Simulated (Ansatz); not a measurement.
```yaml
atoms:
  - { symbol: C, position_ang: [0.0000, 0.0000, 0.0000] }
  - { symbol: C, position_ang: [1.5275, 0.0000, 0.0000] }
  - { symbol: C, position_ang: [-0.7637, 1.3228, 0.0000] }
  - { symbol: C, position_ang: [-0.7637, -1.3228, 0.0000] }
  - { symbol: H, position_ang: [2.1347, -1.0112, 0.0000] }
  - { symbol: H, position_ang: [2.1347, 1.0112, 0.0000] }
  - { symbol: H, position_ang: [-1.9430, 1.3431, 0.0000] }
  - { symbol: H, position_ang: [-0.1916, 2.3543, 0.0000] }
  - { symbol: H, position_ang: [-1.9430, -1.3431, 0.0000] }
  - { symbol: H, position_ang: [-0.1916, -2.3543, 0.0000] }
```

Basis set: 6-31G* (spherical functions). Frozen core: 4 orbitals. Charge 0, multiplicity 3.

Computed with Ansatz (development build ahead of 0.2.0); each method stands on the lowest determinant of its kind that the runs found.

The atomization energy at this shape (free ground-state atoms in the same class of orbitals less the molecule, no zero-point energy) of triplet C4H6:

```tsv
method	atomization energy
UHF	702.55 kcal/mol
```

Task: What does UHF-MP2 give?

Result: 852.33 kcal/mol. Caution: the shape is not the minimum; the unrestricted determinant is spin contaminated.
